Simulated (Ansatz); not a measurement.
CH3GeNS, SMILES `S=C=[N][GeH3]`, relaxed with RKS PBE0-D4/def2-TZVP in Ansatz 0.2.0 from a GFN2-xTB geometry. The force threshold is 0.005 eV/Å; the program also tests the step.

Charge 0, multiplicity 1.

Start:

```xyz
7

S     0.793   -2.367    2.270
C     0.424   -1.299    1.207
N     0.137   -0.487    0.382
Ge   -0.268    0.816   -0.767
H     0.864    1.789   -0.711
H    -0.395    0.149   -2.096
H    -1.556    1.399   -0.285
```

```
         step  energy (eV)  largest force (eV/Å)  largest move (Å)
            1  -69916.8993                 1.743             0.000
            2  -69916.9740                 0.605             0.045
            3  -69916.9816                 0.157             0.011
            4  -69916.9823                 0.029             0.030
            5  -69916.9826                 0.037             0.033
            6  -69916.9827                 0.038             0.014
            7  -69916.9828                 0.060             0.018
            8  -69916.9830                 0.115             0.041
            9  -69916.9831                 0.110             0.011
           10  -69916.9839                 0.003             0.033
           11  -69916.9841                 0.050             0.035
12 (rejected)  -69916.9841                 0.080             0.031
           13  -69916.9842                 0.035             0.016
           14  -69916.9842                 0.018             0.013
           15  -69916.9842                 0.012             0.002
           16  -69916.9842                 0.001             0.001
```

End:

```xyz
7

S     0.835   -2.218    2.413
C     0.418   -1.326    1.186
N     0.098   -0.686    0.239
Ge   -0.270    0.793   -0.774
H     0.917    1.749   -0.626
H    -0.430    0.293   -2.210
H    -1.568    1.395   -0.228
```

Hardware: 2 threads of an AMD EPYC 7R13 on a shared host. Wall time 68 s, peak host memory 0.43 GiB.
